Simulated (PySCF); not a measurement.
Nonlinear optical response: SMILES c1(C(OC)=O)ccoc1, C6H6O3

Geometry:
| atom | x (Å) | y (Å) | z (Å) |
| --- | --- | --- | --- |
| C1 | -2.660 | -0.051 | -0.120 |
| O2 | -1.265 | 0.188 | -0.153 |
| C3 | -0.495 | -0.826 | 0.265 |
| O4 | -0.936 | -1.880 | 0.648 |
| C5 | 0.932 | -0.486 | 0.194 |
| C6 | 1.563 | 0.729 | -0.234 |
| C7 | 2.899 | 0.514 | -0.101 |
| O8 | 3.130 | -0.735 | 0.373 |
| C9 | 1.948 | -1.332 | 0.550 |
| H10 | -3.139 | 0.869 | -0.476 |
| H11 | -2.995 | -0.285 | 0.901 |
| H12 | -2.929 | -0.896 | -0.772 |
| H13 | 1.068 | 1.629 | -0.589 |
| H14 | 3.778 | 1.122 | -0.294 |
| H15 | 1.950 | -2.351 | 0.930 |

Method used: quadratic response CAM-B3LYP/aug-cc-pVDZ first hyperpolarisability, Taylor convention, gas phase in PySCF 2.14.0. Geometry: PBE0-D3(BJ)/def2-SVP.

**Question.** Give β for the processes computed.

**Answer.** In au, Taylor convention; the vector part is βᵢ = ⅓ Σⱼ (βᵢⱼⱼ + βⱼᵢⱼ + βⱼⱼᵢ); β∥ is 3/5 of the vector part along the dipole, the dipole points from − to +:
```tsv
process	λ (nm)	β vector norm	β∥	β HRS	depolarisation ratio
static β(0;0,0)	∞	150.0	-4.0	76.9	3.04
second harmonic β(−2ω;ω,ω)	1907	158.2	-3.3	81.4	3.03
Pockels β(−ω;ω,0)	1907	152.7	-3.8	–	–
second harmonic β(−2ω;ω,ω)	1064	179.8	-1.4	93.1	3.01
Pockels β(−ω;ω,0)	1064	158.9	-3.3	–	–
```

**Question.** Which lowest excitations, dipole and polarisabilities go with it?

**Answer.** S1 5.48 eV (f = 0.000); S2 5.61 eV (f = 0.081); S3 6.25 eV (f = 0.004); dipole 2.14 D; isotropic α 80.3 au static, 80.5 au at 1907 nm, 81.1 au at 1064 nm, 81.3 au at 953.5 nm, 83.8 au at 532 nm.
